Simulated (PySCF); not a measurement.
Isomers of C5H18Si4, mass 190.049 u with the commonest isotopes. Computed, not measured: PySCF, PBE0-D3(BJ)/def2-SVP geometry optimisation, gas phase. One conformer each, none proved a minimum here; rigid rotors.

**Question.** Order these by rotational constant B, smallest first.
A. `[CH3:1][C@H:2]1[CH2:3][C@H:4]([Si@@H:5]([SiH3:6])[SiH2:7][SiH3:8])[CH2:9]1` with C3–C4–Si5–Si6 -54°, C4–Si5–Si7–Si8 50°, C1–C2–C3–C4 140°, C2–C3–C4–Si5 101°, C3–C4–C9–C2 17°, C1–C2–C9–C4 -140°
B. `[CH3:1][Si:2]([SiH3:3])([SiH3:4])[SiH2:5][CH:6]1[CH2:7][CH2:8][CH2:9]1` with C1–Si2–Si5–C6 -63°, Si2–Si5–C6–C7 50°, Si5–C6–C7–C8 -102°, C6–C7–C8–C9 -15°, C7–C8–C9–C6 15°, Si5–C6–C9–C8 102°
C. `[CH3:1][C@H:2]1[CH2:3][C@@H:4]([Si@@H:5]([SiH3:6])[SiH2:7][SiH3:8])[CH2:9]1` with C3–C4–Si5–Si6 43°, C4–Si5–Si7–Si8 46°, C1–C2–C3–C4 141°, C2–C3–C4–Si5 -140°, C3–C4–C9–C2 18°, C1–C2–C9–C4 -141°
D. `[CH3:1][CH2:2][C:3]([CH3:4])([CH3:5])[SiH:6]1[SiH2:7][SiH2:8][SiH2:9]1` with C1–C2–C3–C4 -64°, C2–C3–Si6–Si7 -86°, C3–Si6–Si7–Si8 -91°, Si6–Si7–Si8–Si9 -22°, Si7–Si8–Si9–Si6 22°, C3–Si6–Si9–Si8 94°
E. `[CH2:1]=[CH:2][SiH2:3][Si:4]([SiH3:5])([SiH3:6])[CH2:7][CH2:8][CH3:9]` with C1–C2–Si3–Si4 -105°, C2–Si3–Si4–Si5 -173°, Si3–Si4–C7–C8 -60°, Si4–C7–C8–C9 179°
F. `[SiH3:1][SiH:2]([SiH3:3])[SiH2:4][CH:5]1[CH2:6][CH2:7][CH2:8][CH2:9]1` with Si1–Si2–Si4–C5 -71°, Si2–Si4–C5–C6 56°, Si4–C5–C6–C7 148°, C5–C6–C7–C8 5°, C6–C7–C8–C9 -29°, C7–C8–C9–C5 42°

**Answer.** F (454.2 MHz), A (484.2 MHz), C (514.0 MHz), B (533.9 MHz), E (592.6 MHz), D (618.7 MHz).

**Question.** Order these by out-of-plane moment Σ m c² = (Ia + Ib − Ic)/2, smallest first.
A. `[CH3:1][Si:2]([SiH3:3])([SiH3:4])[SiH2:5][CH:6]1[CH2:7][CH2:8][CH2:9]1` with C1–Si2–Si5–C6 -63°, Si2–Si5–C6–C7 50°, Si5–C6–C7–C8 -102°, C6–C7–C8–C9 -15°, C7–C8–C9–C6 15°, Si5–C6–C9–C8 102°
B. `[CH3:1][CH2:2][C:3]([CH3:4])([CH3:5])[SiH:6]1[SiH2:7][SiH2:8][SiH2:9]1` with C1–C2–C3–C4 -64°, C2–C3–Si6–Si7 -86°, C3–Si6–Si7–Si8 -91°, Si6–Si7–Si8–Si9 -22°, Si7–Si8–Si9–Si6 22°, C3–Si6–Si9–Si8 94°
C. `[CH3:1][C@H:2]1[CH2:3][C@H:4]([Si@@H:5]([SiH3:6])[SiH2:7][SiH3:8])[CH2:9]1` with C3–C4–Si5–Si6 -54°, C4–Si5–Si7–Si8 50°, C1–C2–C3–C4 140°, C2–C3–C4–Si5 101°, C3–C4–C9–C2 17°, C1–C2–C9–C4 -140°
D. `[CH3:1][C@H:2]1[CH2:3][C@@H:4]([Si@@H:5]([SiH3:6])[SiH2:7][SiH3:8])[CH2:9]1` with C3–C4–Si5–Si6 43°, C4–Si5–Si7–Si8 46°, C1–C2–C3–C4 141°, C2–C3–C4–Si5 -140°, C3–C4–C9–C2 18°, C1–C2–C9–C4 -141°
E. `[SiH3:1][SiH:2]([SiH3:3])[SiH2:4][CH:5]1[CH2:6][CH2:7][CH2:8][CH2:9]1` with Si1–Si2–Si4–C5 -71°, Si2–Si4–C5–C6 56°, Si4–C5–C6–C7 148°, C5–C6–C7–C8 5°, C6–C7–C8–C9 -29°, C7–C8–C9–C5 42°
F. `[CH2:1]=[CH:2][SiH2:3][Si:4]([SiH3:5])([SiH3:6])[CH2:7][CH2:8][CH3:9]` with C1–C2–Si3–Si4 -105°, C2–Si3–Si4–Si5 -173°, Si3–Si4–C7–C8 -60°, Si4–C7–C8–C9 179°

**Answer.** C (88.09 u·Å²), D (90.53 u·Å²), B (127.68 u·Å²), A (161.41 u·Å²), E (189.94 u·Å²), F (221.34 u·Å²).

**Question.** Order these by dipole moment, smallest first.
A. `[CH3:1][C@H:2]1[CH2:3][C@H:4]([Si@@H:5]([SiH3:6])[SiH2:7][SiH3:8])[CH2:9]1` with C3–C4–Si5–Si6 -54°, C4–Si5–Si7–Si8 50°, C1–C2–C3–C4 140°, C2–C3–C4–Si5 101°, C3–C4–C9–C2 17°, C1–C2–C9–C4 -140°
B. `[CH3:1][Si:2]([SiH3:3])([SiH3:4])[SiH2:5][CH:6]1[CH2:7][CH2:8][CH2:9]1` with C1–Si2–Si5–C6 -63°, Si2–Si5–C6–C7 50°, Si5–C6–C7–C8 -102°, C6–C7–C8–C9 -15°, C7–C8–C9–C6 15°, Si5–C6–C9–C8 102°
C. `[CH3:1][CH2:2][C:3]([CH3:4])([CH3:5])[SiH:6]1[SiH2:7][SiH2:8][SiH2:9]1` with C1–C2–C3–C4 -64°, C2–C3–Si6–Si7 -86°, C3–Si6–Si7–Si8 -91°, Si6–Si7–Si8–Si9 -22°, Si7–Si8–Si9–Si6 22°, C3–Si6–Si9–Si8 94°

**Answer.** A (1.25 D), C (1.45 D), B (1.82 D).

```json
{"SMILES": "CCC(C)(C)[SiH]1[SiH2][SiH2][SiH2]1", "point group": "C1", "Ia (u·Å²)": "425.62", "Ib (u·Å²)": "816.88", "Ic (u·Å²)": "987.14", "κ": "-0.68", "μa (D)": "1.37", "μb (D)": "0.16", "μc (D)": "0.44"}
{"SMILES": "C[Si]([SiH3])([SiH3])[SiH2]C1CCC1", "point group": "C1", "Ia (u·Å²)": "443.66", "Ib (u·Å²)": "946.57", "Ic (u·Å²)": "1067.41", "κ": "-0.82", "μa (D)": "1.49", "μb (D)": "0.04", "μc (D)": "1.03"}
{"SMILES": "C[C@H]1C[C@H]([Si@@H]([SiH3])[SiH2][SiH3])C1", "point group": "C1", "Ia (u·Å²)": "490.57", "Ib (u·Å²)": "1043.81", "Ic (u·Å²)": "1358.21", "κ": "-0.66", "μa (D)": "0.90", "μb (D)": "0.86", "μc (D)": "0.08"}
{"SMILES": "[SiH3][SiH]([SiH3])[SiH2]C1CCCC1", "point group": "C1", "Ia (u·Å²)": "464.11", "Ib (u·Å²)": "1112.78", "Ic (u·Å²)": "1197.01", "κ": "-0.90", "μa (D)": "1.12", "μb (D)": "0.02", "μc (D)": "0.31"}
{"SMILES": "C=C[SiH2][Si]([SiH3])([SiH3])CCC", "point group": "C1", "Ia (u·Å²)": "727.11", "Ib (u·Å²)": "852.86", "Ic (u·Å²)": "1137.30", "κ": "0.18", "μa (D)": "0.02", "μb (D)": "1.39", "μc (D)": "0.68"}
{"SMILES": "C[C@H]1C[C@@H]([Si@@H]([SiH3])[SiH2][SiH3])C1", "point group": "C1", "Ia (u·Å²)": "549.53", "Ib (u·Å²)": "983.16", "Ic (u·Å²)": "1351.63", "κ": "-0.49", "μa (D)": "0.86", "μb (D)": "0.90", "μc (D)": "0.21"}
```
